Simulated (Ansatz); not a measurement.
Harmonic frequencies (cm⁻¹) at PBE0-D4/def2-TZVP from Ansatz: 211, 260, 328, 606, 617, 720, 903, 914, 981, 1028, 1182, 1248, 1410, 1511, 1651, 2076, 3111, 3164, 3180, 3564, 3665.

Each molecule was computed in one conformer, which needn't be the lowest.

Task: Which molecule is it?
A. `[SiH3][NH][SbH2]`
B. `P[SiH2][AlH][Cl]`
C. `C=CC=N`
D. `C=C=CN`

Result: D.
